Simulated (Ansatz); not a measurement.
Two structures of SnH$_{6}$O, closed shell, reached by relaxing down either side of one saddle point (PBE0-D4/def2-TZVP). Energies are electronic, without zero-point energy. Program: Ansatz 0.2.0. Basis: def2-TZVPP and def2-QZVPP. Cores are frozen in the correlated methods. Filled d shells of the heavier atoms are correlated. Core potentials replace the inner electrons of the atoms past krypton. The def2 sets are not built for correlating such inner shells, so the correlated values are less sure here. Extrapolation: Hartree–Fock as exp(−7.88 √X), correlation as X^−2.97. First:

```xyz
8
angstrom
Sn -1.1521 0.2816 -0.4036
H -1.1481 -0.0425 1.2695
H -0.8374 -1.1217 -1.3082
H -2.7181 0.8475 -0.8144
H -0.0455 1.5225 -0.7783
H 1.7778 -0.7899 1.3844
O 1.7327 -0.6819 0.4314
H 2.3906 -0.0155 0.2194
```

Second:

Sn1  (-0.578, -0.176, -1.180)
H2  (0.341, 0.762, 3.177)
H3  (-0.440, -1.488, -2.265)
H4  (-2.008, -0.224, -0.266)
H5  (-0.355, 1.313, -1.988)
H6  (0.493, 0.479, 2.500)
O7  (0.829, -0.356, 0.189)
H8  (1.719, -0.310, -0.168)
(Å)

Problem. Which bonds change from the first to the second?

Solution. SnH₄ + H₂O → SnH₄O ([OH][SnH3]) + H₂; bonds formed: Sn1–O7, H2–H6; bonds broken: Sn1–H2, H6–O7.

Problem. Give the saddle point's structure and its height above each. (Judge from chemistry; the value comes from the calculation.)

Solution. By the calculation: 1.700 eV above the first and 1.599 eV above the second (CCSD(T) at an estimated basis limit (MP2 extrapolated from triple and quadruple zeta, plus CCSD(T) − MP2 in triple zeta)).
```csv
atom,x (Å),y (Å),z (Å)
Sn1,-0.6330,0.1349,-0.5183
H2,-0.0988,0.7919,1.4060
H3,-0.2215,-0.8187,-1.8908
H4,-2.1405,-0.3762,0.0781
H5,-0.5123,1.7700,-0.9899
H6,0.6554,0.0751,1.2277
O7,1.0284,-0.8076,0.5240
H8,1.9223,-0.7692,0.1633
```

T1 diagnostic: at most 0.015.

Labels in which every atom is bracketed show which atoms are joined, not bond orders.

For scale, one of the runs: CCSD(T)/def2-TZVPP, 165 basis functions, launched by `ansatz run in.yaml --threads 2 --pin off --events-out ev --progress --plain --max-ram 4352MiB`. Hardware: 2 CPU threads of an Arm Neoverse N1, shared host. Wall time 74 s; peak host memory 1.5 GiB.
